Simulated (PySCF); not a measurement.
C5H10O2.
Cartesian coordinates in Å at the GFN2-xTB level; atoms count from 1:
```
atom  x, y, z in Å
C1     2.7952   -0.3588    0.1296
O2     1.4529   -0.2144    0.5733
C3     0.5670    0.2020   -0.3424
O4     0.8620    0.4614   -1.4780
C5    -0.8312    0.2510    0.2440
C6    -1.6683    1.3020   -0.4763
C7    -1.4414   -1.1472    0.0975
H8     2.8347   -0.9884   -0.7617
H9     3.2203    0.6175   -0.1125
H10    3.3409   -0.8185    0.9497
H11   -0.7434    0.4888    1.3077
H12   -2.7006    1.2612   -0.1386
H13   -1.6382    1.1236   -1.5480
H14   -1.2763    2.2979   -0.2860
H15   -1.5036   -1.4210   -0.9535
H16   -0.8341   -1.8847    0.6173
H17   -2.4430   -1.1604    0.5209
```

The calculation used TDDFT CAM-B3LYP/def2-SVPD, vertical, gas phase, core orbitals frozen in the response (PySCF).

Transition dipole moments from the ground state, in atomic units and in the frame of the coordinates above (overall signs are arbitrary), for the states with f of 0.002 or more among the lowest 8:

```json
{"state": "S2", "E (eV)": "7.783", "μx": "0.221", "μy": "-0.051", "μz": "-0.018"}
{"state": "S3", "E (eV)": "8.268", "μx": "-0.508", "μy": "0.142", "μz": "-0.494"}
{"state": "S4", "E (eV)": "8.427", "μx": "-0.060", "μy": "0.284", "μz": "-0.045"}
{"state": "S5", "E (eV)": "8.706", "μx": "-0.161", "μy": "-0.135", "μz": "0.088"}
{"state": "S6", "E (eV)": "8.823", "μx": "0.238", "μy": "0.075", "μz": "-0.008"}
{"state": "S7", "E (eV)": "8.935", "μx": "-0.208", "μy": "-0.099", "μz": "0.186"}
{"state": "S8", "E (eV)": "9.014", "μx": "-0.164", "μy": "-0.152", "μz": "0.160"}
```

Problem. What oscillator strength does each state have?

Solution. f = (2/3) ΔE |μ|² with ΔE in hartree (27.2114 eV).

| state | \|μ\|² (au) | \|μ\| (D) | f |
| --- | --- | --- | --- |
| S2 | 0.052 | 0.58 | 0.010 |
| S3 | 0.522 | 1.84 | 0.106 |
| S4 | 0.086 | 0.75 | 0.018 |
| S5 | 0.052 | 0.58 | 0.011 |
| S6 | 0.062 | 0.63 | 0.013 |
| S7 | 0.088 | 0.75 | 0.019 |
| S8 | 0.076 | 0.70 | 0.017 |

Problem. Which bond between heavy atoms lies closest to the direction of the S3 transition dipole?

Solution. O2–C3, at 7° from it; next C5–C6 at 32°.

Problem. What angle do the transition dipoles of S5 and S6 make?

Solution. |cos θ| = |μa·μb| / (|μa| |μb|) = 0.86, so θ ≈ 30° (taken between 0 and 90°, since the signs are arbitrary).

Problem. What peak molar absorption coefficient would the strongest computed level give as a lone Gaussian band 0.3 eV wide at half height?

Solution. ε(max) = 2.175×10⁸ f / FWHM, with the width in cm⁻¹. S3: 2.175×10⁸ × 0.1056 / 2420 ≈ 9500 L mol⁻¹ cm⁻¹.

One conformer stands for the species.
